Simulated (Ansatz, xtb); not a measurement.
C2H9NSi: which of two isomers lies lower

Structure a: `CC[SiH2]N`, a singlet. Structure b: `C[SiH](C)N`, a singlet. Both are isolated molecules in the gas phase, relaxed with B3LYP-D3(BJ)/6-311G**; the shapes shown needn't be the lowest conformers.

a (Å):

```yaml
atoms:
  - { symbol: C, position_ang: [-1.1824, -0.5728, 2.3031] }
  - { symbol: C, position_ang: [-0.3000, 0.1023, 1.2404] }
  - { symbol: N, position_ang: [1.2969, -0.2255, -1.2273] }
  - { symbol: Si, position_ang: [0.2756, -1.0735, -0.1127] }
  - { symbol: H, position_ang: [-2.0895, -0.9916, 1.8576] }
  - { symbol: H, position_ang: [-1.4943, 0.1350, 3.0759] }
  - { symbol: H, position_ang: [-0.6545, -1.3917, 2.8001] }
  - { symbol: H, position_ang: [0.5835, 0.5467, 1.7147] }
  - { symbol: H, position_ang: [-0.8371, 0.9293, 0.7648] }
  - { symbol: H, position_ang: [0.9017, -2.2560, 0.5575] }
  - { symbol: H, position_ang: [-0.8778, -1.5787, -0.9054] }
  - { symbol: H, position_ang: [2.1227, 0.2570, -0.9040] }
  - { symbol: H, position_ang: [1.4324, -0.5796, -2.1624] }
```

b (Å):

```
atom    x (Å)    y (Å)    z (Å)
   C  -2.4166   1.5903  -0.1861
   C   0.5451   0.8970   0.2021
   N  -0.6545   1.6506  -2.5101
  Si  -0.9050   0.8293  -1.0015
   H  -3.2996   1.4894  -0.8213
   H  -2.6284   1.1082   0.7724
   H  -2.2617   2.6560   0.0109
   H  -1.1542  -0.6010  -1.3346
   H   0.7591   1.9270   0.5042
   H   0.3279   0.3210   1.1076
   H   1.4551   0.4843  -0.2432
   H  -0.7179   2.6570  -2.5591
   H   0.0055   1.2995  -3.1882
```

Energies in hartree; the thermal terms are from B3LYP-D3(BJ)/6-311G** harmonic frequencies (ideal gas, rigid rotor, one conformer each, 298.15 K, 1 atm) and include the zero-point energy:

```
                              a           b
E, CCSD(T)/def2-SVP  −424.838489  −424.854197
    E, MP2/def2-SVP  −424.763314  −424.780354
  E, MP2/def2-TZVPP  −425.160282  −425.182204
  zero-point energy     0.108182     0.107760
       H(298 K) − E     0.116162     0.116263
       G(298 K) − E     0.078035     0.077475
```

Correct the CCSD(T) difference for the basis set by the MP2 change, then work out ΔE, ΔE₀, ΔH and ΔG for a → b in kJ/mol (1 Eh = 2625.50 kJ/mol) and the equilibrium ratio [b]/[a].

1. Differences b − a: CCSD(T) −0.015708, MP2 in the small set −0.017040, MP2 in the large set −0.021922 Eh.
2. ΔE = −0.015708 + (−0.021922 − (−0.017040)) = −0.020590 Eh = −54.06 kJ/mol.
3. ΔE₀ = ΔE + ΔZPE = −0.020590 + (−0.000422) Eh = −55.17 kJ/mol.
4. ΔH = ΔE + (+0.000101) Eh = −53.79 kJ/mol.
5. ΔG = ΔE + (−0.000560) Eh = −55.53 kJ/mol, so ΔS = (ΔH − ΔG)/T = +5.8 J/(mol K).
6. kT = 0.9442 mEh, so K = [b]/[a] = exp(−ΔG/kT) = exp(+22.40) ≈ 5.3 × 10^9.

Structure b is favoured at this temperature. An error of 4 kJ/mol in ΔG would change K by a factor of 5. The basis-set step is large, which makes the value less sure. GFN2-xTB gave ΔE the other sign. Mirror images and further conformers aren't counted.

As drawn, b has 1 C–Si, 1 C–H in place of 1 C–C, 1 Si–H.

Other levels gave ΔE = +20.2 (GFN2-xTB); −55.4 (HF/STO-3G, GFN2-xTB geometries); −53.4 (r2SCAN-D4/def2-SVP, GFN2-xTB geometries); −53.4 (B3LYP-D3(BJ)/6-311G**); −44.7 (HF/def2-SVP); −44.7 (MP2/def2-SVP); −41.2 (CCSD(T)/def2-SVP) kJ/mol. The correlated steps freeze 8 core orbitals. Programs: Ansatz 0.2.0, xtb 6.7.1.
